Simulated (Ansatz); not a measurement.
System: CrF, net charge 0, sextet state. The spin state was set by rule; other spins were not relaxed. SMILES: [Cr][F]
Structure (B3LYP-D3(BJ)/def2-TZVP (Ansatz, a quantum-chemistry and plane-wave program) minimum search):
```xyz
2

Cr     0.0000     0.0000    -0.4892
F      0.0000     0.0000     1.3045
```
Charge 0, spin multiplicity 6.

Property: atomisation energy (electronic, to ground-state atoms), in eV. Cores are frozen in the correlated levels unless marked. UHF or UKS for open shells. No spin-orbit coupling. The frozen core is the preceding noble-gas configuration, with the filled d and f shells of earlier blocks. Non-relativistic. The coupled-cluster limit lacks core correlation, which all-electron functionals hold. Basis-set limits of correlation are two-point, X^-3; Hartree-Fock from the larger set.

```tsv
level	program	atomisation energy (eV)
BLYP/def2-TZVPD	Ansatz	5.19
BHLYP/def2-TZVPD	Ansatz	4.51
```

### Question
What does CCSD(T)/CBS(def2-TZVPPD,def2-QZVPPD) (Ansatz) give?

### Answer
4.97 eV
